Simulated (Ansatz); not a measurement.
Consider the redistribution: `CCBO` + `C[NH][In]([Cl])[Cl]` → `CCBNC` + `[OH][In]([Cl])[Cl]`.

Program: Ansatz. Geometries: PBE0-D4/def2-TZVP. ΔE: electronic, gas phase. CBS: MP2 limit from def2 TZ/QZ plus the TZ coupled-cluster correction, frozen cores. Elements past krypton have def2 core potentials. For In outer-core shells are correlated without core-valence functions, which leaves a few kJ/mol of doubt a bond. Each species was taken in one conformer, which may not be the lowest.

`CCBO`:

Z-matrix (Å, degrees):
```
C
C 1 1.528
H 1 1.093 2 111.4
H 1 1.092 2 111.9 3 120.3
H 1 1.093 2 111.0 3 -119.3
B 2 1.569 1 114.3 3 64.5
H 2 1.098 1 110.4 3 -62.4
H 2 1.101 1 108.7 3 -177.6
O 6 1.355 2 123.5 1 -141.1
H 6 1.202 2 121.4 1 40.3
H 9 0.962 6 113.1 2 1.8
```

`C[NH][In]([Cl])[Cl]`:

```xyz
9

C     0.032    0.636   -1.261
N     0.384   -0.451   -0.370
In   -0.124   -0.561    1.547
Cl   -0.880    1.338    2.626
Cl    0.187   -2.473    2.799
H     0.858    0.857   -1.946
H    -0.160    1.545   -0.687
H    -0.862    0.433   -1.863
H     0.566   -1.323   -0.844
```

`CCBNC`:

Cartesian coordinates in Å:
```
C 1.289 -0.360 1.606
C 0.734 0.943 1.045
B -0.225 0.835 -0.198
N -0.563 -0.388 -0.762
C -1.429 -0.613 -1.894
H 1.877 -0.900 0.858
H 1.941 -0.194 2.467
H 0.487 -1.028 1.937
H 1.558 1.616 0.773
H 0.198 1.492 1.831
H -0.697 1.822 -0.699
H -0.183 -1.233 -0.363
H -1.789 0.348 -2.262
H -0.902 -1.116 -2.712
H -2.297 -1.223 -1.626
```

`[OH][In]([Cl])[Cl]`:

Z-matrix (Å, degrees):
```
In
O 1 1.961
Cl 1 2.290 2 119.8
Cl 1 2.307 2 119.6 3 180.0
H 2 0.962 1 111.7 3 180.0
```

| level | ΔE (eV) |
| --- | --- |
| SCS-MP2/def2-TZVPP | -0.20 |
| CCSD/CBS(def2) | -0.20 |

(1) What does CCSD(T)/CBS give? (An estimate is asked.)

Largest T1 diagnostic among the species: 0.014.

## Answers

(1) Computed: -0.22 eV. The listed levels differ from it by 0.02, 0.02 eV.

In def2-TZVPP, CCSD(T) changes the Hartree–Fock value by −0.05 eV (the triples alone add −0.01 eV) and MP2 by −0.05 eV. From PBE to PBE0 (25 % exact exchange), in def2-TZVPP and without D4, ΔE moves by +0.03 eV.
